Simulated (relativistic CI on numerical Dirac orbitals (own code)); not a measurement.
# Cl XVII: q coefficients

Computed by Dirac equation for one electron (own radial code, finite nucleus).

CI space: 1s, 2s, 2p. Levels of other configurations are missing.

With x = (α/α₀)² − 1 an excitation energy changes as ω = ω₀ + qx; K = 2q/ω₀ is the relative enhancement. Terms are leading LS components, so labels can repeat.

Lowest level 1s 2S_1/2.

```json
{"Level": "2p 2P°_1/2", "ω₀ (cm⁻¹)": "23869655", "q (cm⁻¹)": "85160", "K": "0.00714"}
{"Level": "2s 2S_1/2", "ω₀ (cm⁻¹)": "23869662", "q (cm⁻¹)": "85160", "K": "0.00714"}
{"Level": "2p 2P°_3/2", "ω₀ (cm⁻¹)": "23900455", "q (cm⁻¹)": "116300", "K": "0.00973"}
```
